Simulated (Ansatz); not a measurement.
Computed with Ansatz on PBE0-D4/def2-TZVP structures; ΔE is electronic, products minus reactants. CCSD(T)/CBS adds triple-zeta CCSD(T) − MP2 to the extrapolated MP2 energy (def2 sets, frozen cores). DFT in def2-TZVPP. B3LYP here is the variant with VWN-RPA as its local correlation; programs differ in this. One conformer a species, not always the lowest.

Consider the isomerisation: `C=C[SiH](C)O` → `C1C[SiH2]CO1`.

```json
{"level": "BLYP-D4", "ΔE (kJ/mol)": "171.6"}
{"level": "B3LYP-D4", "ΔE (kJ/mol)": "170.2"}
{"level": "B2PLYP", "ΔE (kJ/mol)": "173.8"}
{"level": "PBE-QIDH", "ΔE (kJ/mol)": "152.3"}
```

(1) What does CCSD(T)/CBS give? (Best estimate.)

Largest T1 diagnostic among the species: 0.012.

Results:

(1) Ansatz gave: +172.5 kJ/mol. The listed levels differ from it by -0.9, -2.3, 1.3, -20.2 kJ/mol.

From BLYP to BHLYP (50 % exact exchange), in def2-TZVPP and without D4, ΔE moves by −3.7 kJ/mol. At CCSD(T), def2-SVP lies −35.6 kJ/mol from the extrapolated value and def2-TZVPP −4.5 kJ/mol. In def2-TZVPP, CCSD(T) changes the Hartree–Fock value by −19.7 kJ/mol (the triples alone add −1.7 kJ/mol) and MP2 by −16.4 kJ/mol.
